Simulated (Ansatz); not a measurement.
Calculated with Ansatz (gas phase, PBE0-D4/def2-TZVP geometries, no zero-point term in ΔE). CCSD(T)/CBS is the MP2 limit (def2-TZVPP, def2-QZVPP) plus CCSD(T) − MP2 in def2-TZVPP, frozen cores. Functionals use def2-TZVPP. def2 core potentials past Kr. For Br, Ga, Sn outer-core shells are correlated without core-valence functions, which leaves a few kJ/mol of doubt a bond. Scalar relativity is left out up to krypton. Each species was taken in one conformer, which may not be the lowest.

Reaction (redistribution): `[OH][SnH]([OH])[Br]` + `[OH][Ga]([OH])[OH]` → `[OH][SnH]([OH])[OH]` + `[OH][Ga]([OH])[Br]`

`[OH][SnH]([OH])[Br]`:

```xyz
7

O    -1.635    0.325    0.181
Sn    0.226   -0.193    0.439
O     1.326    1.245   -0.264
Br    0.525   -2.231   -0.932
H    -2.117   -0.299   -0.369
H     0.654   -0.423    2.057
H     1.021    1.576   -1.113
```

`[OH][Ga]([OH])[OH]`:

```xyz
7

O     1.152    0.330   -1.308
Ga    0.000    0.000    0.000
O    -1.552    0.858    0.053
O     0.400   -1.188    1.255
H     0.838    0.988   -1.932
H    -2.099    0.606    0.800
H     1.261   -1.593    1.132
```

`[OH][SnH]([OH])[OH]`:

Cartesian coordinates in Å:
```
O 0.111 0.251 1.796
Sn 0.209 -0.541 0.013
O 1.319 0.645 -1.072
O -1.593 -0.463 -0.738
H 0.541 1.111 1.831
H 0.815 -2.118 0.054
H 0.801 1.118 -1.729
H -2.204 -0.004 -0.155
```

`[OH][Ga]([OH])[Br]`:

Z-matrix (Å, degrees):
```
Ga
O 1 1.767
Br 1 2.265 2 119.2
O 1 1.773 2 119.0 3 180.0
H 2 0.961 1 112.4 3 -180.0
H 4 0.960 1 113.7 2 180.0
```

```
    level  ΔE (eV)
 PBE-QIDH     0.10
     BLYP     0.10
    BHLYP     0.10
CAM-B3LYP     0.10
```

Question: What does CCSD(T)/CBS give? (Best estimate.)

Answer: The calculation gave: +0.11 eV. The listed levels differ from it by -0.01, -0.01, -0.01, -0.01 eV.

Largest T1 diagnostic among the species: 0.014.

At CCSD(T), def2-SVP lies +0.07 eV from the extrapolated value and def2-TZVPP −0.03 eV. Leaving LDA and LC-ωPBE aside and taking each functional with its dispersion term where it has one, the values, not all of them listed here, spread over 0.04 eV, from B97M-V to BHLYP-D4.
